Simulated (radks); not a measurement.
Mg II, 11 electrons, occupied as [He] 2p6 3s1 3d2 (not the ground configuration). All-electron calculation, Dirac Kohn-Sham, BLYP, spin-unpolarised, spherical densities, finite nucleus; open shells fill j = l - 1/2 first; Fermi nuclear charge, rms radius 3.057 fm. Program: a radial shooting solver on a logarithmic mesh with Libxc functionals. Some entries of the table are withheld. Estimate them.

| orbital | occ. | eigenvalue (eV) | <r> (bohr) |
|---|---|---|---|
| 1s1/2 | 2 | -1320.279 | (1) |
| 2s1/2 | 0 | -124.5883 | 0.6573 |
| 2p1/2 | 2 | -92.5393 | 0.6180 |
| 2p3/2 | 4 | -92.1932 | 0.6197 |
| 3s1/2 | 1 | -20.0047 | 2.157 |
| 3p1/2 | 0 | -13.6870 | 2.446 |
| 3p3/2 | 0 | -13.6537 | 2.451 |
| 3d3/2 | 2 | -5.9911 | (2) |
| 3d5/2 | 0 | -5.9898 | (3) |

Answer. 
(1) 1s1/2 <r> (bohr): 0.1304
(2) 3d3/2 <r> (bohr): 3.289
(3) 3d5/2 <r> (bohr): 3.290
